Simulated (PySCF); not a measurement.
Structure problem from calculated spectra and properties.

Formula: C2H6Se.

* NMR, other nuclei: isotropic shieldings of nuclei other than C and H, by class: 1722 (1 Se) ppm [GIAO KT2/pcSseg-1]
* XPS: C1s 291.0 (×2) eV [ΔSCF SCAN, pcX-2 on the ionised atom, pcseg-1 elsewhere, spin-free X2C]
* Rotational structure: rotational constants A, B, C: 11.418, 6.883, 4.547 GHz [PBE0-D3(BJ)/def2-SVP]
* 13C NMR: chemical shifts (computed TMS as zero) by class: 16.7 (2 C) ppm [GIAO KT2/pcSseg-1]
* 1H NMR: chemical shifts (computed TMS as zero) by class: 1.82 (6 H) ppm [GIAO KT2/pcSseg-1]
* Triplet: lowest triplet excitation (Tamm–Dancoff): 4.16 eV [TDA B3LYP/def2-SVPD]
* UV, first state: lowest singlet excitation: 4.56 eV (272 nm, f = 0.000) [TDDFT B3LYP/def2-SVPD]

The electronic properties come from PySCF, for the isolated species, density fitting. Levels stand in brackets. Isolated species at its PBE0-D3(BJ)/def2-SVP geometry, gas phase. The calculation (core ionisation apart) is non-relativistic and has no spin–orbit coupling, an omission that weighs most on selenium. NMR classes are plain means over equivalent atoms (diastereotopic ones count apart unless rotation or inversion swaps them), as if these changed places fast.

Question: Propose a structure and show how it fits.

Answer: 2 carbons fall into 1 class: carbon bonded to Se and 3 H (16.7 ppm, 2 C). All hydrogens form one class (1.82 ppm): hydrogen on carbon. The other shieldings belong to: 1722 ppm, selenium bonded to 2 C. The core levels belong to: C1s 291.0 eV, carbon bonded to Se and 3 H. No core level of Se was computed. The optimised geometry has point group C2v and is an asymmetric top. Structure: `C[Se]C` (SeMe2). Computed isomers that give other values at the same levels: `CC[SeH]` (core binding energies: C1s 290.9, C1s 291.2 eV). The assignments are read from this structure; whether some other isomer fits the data as well wasn't checked. NMR values of atoms bound to Se lack the spin–orbit term that these neighbours bring.
